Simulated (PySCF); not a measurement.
C₆ coefficients of unlike pairs at TPSS

Calculated with PySCF 2.14 from the dipole response of each species, C₆(A,B) = (3/π) ∫ α_A(iu) α_B(iu) du, in atomic units, from isotropic polarisabilities. For ions this is the dispersion term alone; charge-induced terms of lower order in 1/R come first.

```
species      configuration                                                                           basis     relativity  α (bohr³)  C₆ (like pair)
    O³⁺  [He] 2s2 2p1 (2P)                                                      aug-cc-pwCVQZ (9s8p6d4f2g)           none      1.370           1.304
    Sc⁺  [Ar] 3d1 4s1 (3D)                                                       aug-cc-pVDZ-DK (7s6p4d2f)  spin-free X2C      65.67           456.5
   Ti³⁺      [Ar] 3d1 (2D)  x2c-TZVPPall with one added diffuse shell each of s, p, d, f type (7s6p5d3f1g)  spin-free X2C      2.279           5.803
   Sc²⁺      [Ar] 3d1 (2D)                                                   aug-cc-pVQZ-DK (9s8p6d4f3g2h)  spin-free X2C      5.028           14.79
```

Question: Estimate C₆ for Sc²⁺ with Ti³⁺.

Answer: The integral gives 9.085. The combination rule 2 C_A C_B / (C_A α_B/α_A + C_B α_A/α_B) gives 8.799 and the geometric mean 9.264.

No spin-orbit coupling is included.

The other pairs:

| pair | C₆ |
| --- | --- |
| Sc²⁺, Sc⁺ | 62.08 |
| Ti³⁺, O³⁺ | 2.700 |
| Ti³⁺, Sc⁺ | 32.75 |
| Sc²⁺, O³⁺ | 4.385 |
| Sc⁺, O³⁺ | 17.96 |
